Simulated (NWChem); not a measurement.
System: C3H8OSi; SMILES C(C[SiH2]C)=O

Output (shortened):

```
             Northwest Computational Chemistry Package (NWChem) 7.3.0
             --------------------------------------------------------

                             Geometry "geometry" -> ""
                             -------------------------

 Output coordinates in angstroms (scale by  1.889725989 to convert to a.u.)

  No.       Tag          Charge          X              Y              Z
 ---- ---------------- ---------- -------------- -------------- --------------
    1 C                    6.0000     0.20647200    -2.51560100     0.00000000
    2 Si                  14.0000    -0.50216000    -0.76133100     0.00000000
    3 C                    6.0000     0.93779900     0.49626600     0.00000000
    4 C                    6.0000     0.48172500     1.93452100     0.00000000
    5 O                    8.0000    -0.68327500     2.28453000     0.00000000
    6 H                    1.0000    -0.60762100    -3.26834700     0.00000000
    7 H                    1.0000     0.83316200    -2.69440300     0.89746000
    8 H                    1.0000     0.83316200    -2.69440300    -0.89746000
    9 H                    1.0000    -1.34568700    -0.54968700    -1.22657000
   10 H                    1.0000    -1.34568700    -0.54968700     1.22657000
   11 H                    1.0000     1.60681000     0.34030300     0.87784100
   12 H                    1.0000     1.60681000     0.34030300    -0.87784100
   13 H                    1.0000     1.31030100     2.70861000     0.00000000

 Effective nuclear repulsion energy (a.u.)     217.4695665492

                                 NWChem DFT Module
                                 -----------------

 Summary of "ao basis" -> "ao basis" (spherical)
 ------------------------------------------------------------------------------
       Tag                 Description            Shells   Functions and Types
 ---------------- ------------------------------  ------  ---------------------
 C                          6-311g**                 8       18   4s3p1d
 Si                         6-311g**                12       26   6s5p1d
 O                          6-311g**                 8       18   4s3p1d
 H                          6-311g**                 4        6   3s1p

 in cosmo_initialize ...
 calling solv_data for solv:h2o

 solvent parameters
 solvname_short: h2o
 solvname_long:  water
 dielec:       78.4000
 dielecinf:     1.7769
 aqueous SMD model solvent descriptors
 dielec:       78.4000
 sola:          0.8200

[...]

                                COSMO-SMD solvation results
                                ---------------------------

             internal energy in gas <Psi(g)|H|Psi(g)> =      -483.790995942582
         internal energy in solvent <Psi(s)|H|Psi(s)> =      -483.786940474595
                               delta internal energy  =         0.004055467986 (    2.54 kcal/mol)
   total free energy in solvent <Psi(s)|H+V/2|Psi(s)> =      -483.802896866385
 polarization energy contribution <Psi(s)|V/2|Psi(s)> =        -0.015956391789 (  -10.01 kcal/mol)
    total free energy in solvent including G(SMD-CDS) =      -483.794749020659
                       G(SMD-CDS) energy contribution =         0.008147845726 (    5.11 kcal/mol)
     1 M fixed-concentration free energy of solvation =        -0.003753078077 (   -2.36 kcal/mol)

                       DFT Final Molecular Orbital Analysis
                       ------------------------------------

 Vector   22  Occ=2.000000D+00  E=-3.814111D-01
              MO Center=  6.0D-02,  1.9D-01,  3.7D-06, r^2= 3.4D+00
   Bfn.  Coefficient  Atom+Function         Bfn.  Coefficient  Atom+Function
  ----- ------------  ---------------      ----- ------------  ---------------
    51      0.249790   3 C  px               55      0.246352   3 C  px
    54     -0.231608   3 C  s                34     -0.190720   2 Si px
    92     -0.171093   5 O  py               88     -0.167570   5 O  py
    47      0.159927   3 C  px               31     -0.120115   2 Si px
    84     -0.115363   5 O  py              118      0.112264   9 H  s

 Vector   23  Occ=2.000000D+00  E=-3.748079D-01
              MO Center= -1.4D-01, -1.5D+00, -3.7D-07, r^2= 3.2D+00
   Bfn.  Coefficient  Atom+Function         Bfn.  Coefficient  Atom+Function
  ----- ------------  ---------------      ----- ------------  ---------------
     8      0.260944   1 C  py               12      0.245943   1 C  py
    35     -0.204864   2 Si py                4      0.169610   1 C  py
    32     -0.138989   2 Si py               10      0.131870   1 C  s
    54     -0.120257   3 C  s                 7     -0.112025   1 C  px
    34      0.112317   2 Si px               11     -0.105226   1 C  px

 Vector   24  Occ=2.000000D+00  E=-3.388527D-01
              MO Center=  8.6D-02,  1.6D+00,  7.6D-08, r^2= 3.2D+00
   Bfn.  Coefficient  Atom+Function         Bfn.  Coefficient  Atom+Function
  ----- ------------  ---------------      ----- ------------  ---------------
    92      0.331991   5 O  py               88      0.292923   5 O  py
    56      0.229782   3 C  py               84      0.204118   5 O  py
    52      0.197050   3 C  py              142     -0.195565  13 H  s
    70     -0.155926   4 C  py               54      0.148787   3 C  s
    48      0.130194   3 C  py              143     -0.117359  13 H  s

 Vector   25  Occ=0.000000D+00  E= 1.292790D-02
              MO Center=  2.9D-01,  1.9D+00, -1.0D-09, r^2= 2.0D+00
   Bfn.  Coefficient  Atom+Function         Bfn.  Coefficient  Atom+Function
  ----- ------------  ---------------      ----- ------------  ---------------
    75      0.598523   4 C  pz               93     -0.460902   5 O  pz
    71      0.361773   4 C  pz               89     -0.251508   5 O  pz
    67      0.222831   4 C  pz               39     -0.204097   2 Si pz
    85     -0.185798   5 O  pz              131     -0.140301  11 H  s
   137      0.140301  12 H  s               130     -0.126928  11 H  s

[...]
```

Level: M06-2X/6-311G** (spherical d), SMD on the gas-phase geometry. Structure relaxed at the PBE-D3(BJ)/def2-SVP level. Solvent: water.

Q: Which NWChem input produces such a log?

A: Several could match; the one computed here: the input that was run:
```
start job
memory heap 200 mb stack 900 mb global 1100 mb
geometry units angstroms noautosym nocenter noautoz
  C      0.206472    -2.515601     0.000000
  Si    -0.502160    -0.761331     0.000000
  C      0.937799     0.496266     0.000000
  C      0.481725     1.934521     0.000000
  O     -0.683275     2.284530     0.000000
  H     -0.607621    -3.268347     0.000000
  H      0.833162    -2.694403     0.897460
  H      0.833162    -2.694403    -0.897460
  H     -1.345687    -0.549687    -1.226570
  H     -1.345687    -0.549687     1.226570
  H      1.606810     0.340303     0.877841
  H      1.606810     0.340303    -0.877841
  H      1.310301     2.708610     0.000000
end
basis spherical
  C library 6-311g**
  Si library 6-311g**
  O library 6-311g**
  H library 6-311g**
end
dft
  xc m06-2x
  iterations 150
end
cosmo
  do_cosmo_smd true
  solvent water
end
task dft energy
```
